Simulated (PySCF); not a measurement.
**Bond length, frequency and bond energy of SnCl⁺ by level of theory**

State: ¹Σ⁺ (singlet), closed shell. Set-up: Sn def2-SVP with ECP28, Cl def2-SVP; scalar-relativistic core potentials (PySCF 2.14). De refers to Sn⁺ + Cl in their high-spin ground configurations, without counterpoise correction. A positive dipole points towards Cl; it is taken about the centre of mass and depends on that origin.

```csv
Level,Re (Å),ωe (cm⁻¹),De (eV),μ (D)
RHF,2.290,439,2.64,-3.42
RHF-MP2,2.287,441,3.85,n/a
RHF-SCS-MP2,2.291,438,3.71,n/a
RHF-CCSD,2.292,436,3.61,n/a
RHF-CCSD(T),2.298,429,3.75,n/a
PBE,2.317,409,4.43,-2.59
r²SCAN,2.299,424,4.26,-2.74
PBE0,2.295,428,4.14,-2.87
M06,2.301,426,4.53,-2.97
MN15,2.281,436,4.17,-2.89
CAM-B3LYP,2.286,435,3.99,-2.83
B2PLYP,2.301,424,3.99,-3.13
```

The bond length runs from 2.281 Å (MN15) to 2.317 Å (PBE). De spans 2.64 eV (RHF, mean field) to 4.53 eV (M06, hybrid meta-GGA). Correlation at CCSD(T) changes the Hartree–Fock bond energy by +1.11 eV; the triples alone change it by +0.14 eV.

Correlated steps freeze 9 core orbitals. Correlated levels converge slowly with the basis: in double zeta they bind strong bonds too weakly, by up to about 1 eV, and carry superposition errors of some tenths. Spin–orbit coupling is left out, which matters for elements this heavy, above all for dissociation energies. For an ion De counts to the pair picked by the measured ionisation energies or electron affinities, which need not be the lowest pair at this level. Where the molecule has an RHF reference, its open-shell atoms are computed with UHF. B2PLYP dipoles, levels and charges come from its SCF part alone.
